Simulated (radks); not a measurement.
Spherical jellium clusters: N electrons in a uniform positive sphere of charge N and radius rs N^(1/3), rs = 5.1 bohr. Calculated with a radial shooting solver with Libxc functionals: non-relativistic Kohn-Sham, PBEsol, spin-polarised, spherical densities. Levels are named by radial order and angular momentum (1s, 1p, 1d, 2s, ...), and open shells are averaged over m.

N = 4, configuration 1s2 1p(up 2, down 0). This is the lowest configuration that the search found. Occupied levels:

level,occupation,eigenvalue (eV),<r> (bohr)
1s up,1,-3.3728,5.773
1s down,1,-2.9559,5.368
1p up,2,-2.3153,7.014

Energy (eV): total -6.30489, kinetic 4.9580, external -63.094, Hartree 31.052, exchange-correlation -11.488, background 32.267.

Electron density:

r (bohr),n(r) (e/bohr^3)
0.605,0.002349
1.28,0.002373
1.95,0.002402
2.63,0.002417
3.30,0.002393
3.97,0.002306
4.65,0.002137
5.32,0.001886
5.99,0.001569
6.67,0.001223
7.34,0.0008892
8.02,0.0006004
8.69,0.0003778
9.36,0.0002248
10.0,0.0001284
10.7,0.00007222
11.4,0.00004018
12.1,0.00002201
12.7,0.00001211
13.4,6.631e-06
